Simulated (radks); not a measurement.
Results of a calculation; reference values are marked as such.
N3+, 4 electrons, occupied as 1s1 2s2 3s1 (not the ground configuration). Code: a radial shooting solver on a logarithmic mesh with Libxc functionals. Model: scalar-relativistic Kohn-Sham, LDA (Slater exchange, Perdew-Wang correlation), spin-polarised, spherical densities, point nucleus; open shells are filled with parallel spins first.

Unscreened Slater integrals over Kohn-Sham orbitals (cm^-1). They are taken over the spin-up orbitals.

integral    value
F0(3s,3s)   76881
F0(3s,2s)   98790
G0(3s,2s)  7709.2
F0(3s,1s)  113250
G0(3s,1s)  4857.6
F0(2s,2s)  201720
F0(2s,1s)  282800
G0(2s,1s)   25851
F0(1s,1s)  945130
